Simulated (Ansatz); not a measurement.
Two isomers of CH8SSi2: A = `CS[SiH2][SiH3]`, B = `C[SiH2][SiH2]S`.

Program: Ansatz. Geometries: PBE0-D4/def2-TZVP. ΔE: electronic, gas phase. CCSD(T)/CBS adds triple-zeta CCSD(T) − MP2 to the extrapolated MP2 energy (def2 sets, frozen cores). Functionals use def2-TZVPP. B3LYP here is the variant with VWN-RPA as its local correlation; programs differ in this. Each species was taken in one conformer, which may not be the lowest.

(1) Which isomer does CCSD(T)/CBS put lower? Give the gap. (Best estimate.)

(2) Give E(B) − E(A) in kcal/mol with B3LYP, ωB97M-V, B3LYP-D4, MP2/def2-TZVPP, PBE0-D4, PBE-D4, r2SCAN-D4. (Estimate.)

Largest T1 diagnostic: 0.012.

Results:

(1) Computed: B, by 12.6 kcal/mol.

(2) The calculation gave: B3LYP -12.1, ωB97M-V -13.0, B3LYP-D4 -12.2, MP2/def2-TZVPP -12.9, PBE0-D4 -12.6, PBE-D4 -12.2, r2SCAN-D4 -12.9. None reverses the order clearly.

In def2-TZVPP, CCSD(T) changes the Hartree–Fock value by −0.9 kcal/mol (the triples alone add +0.2 kcal/mol) and MP2 by −1.0 kcal/mol.
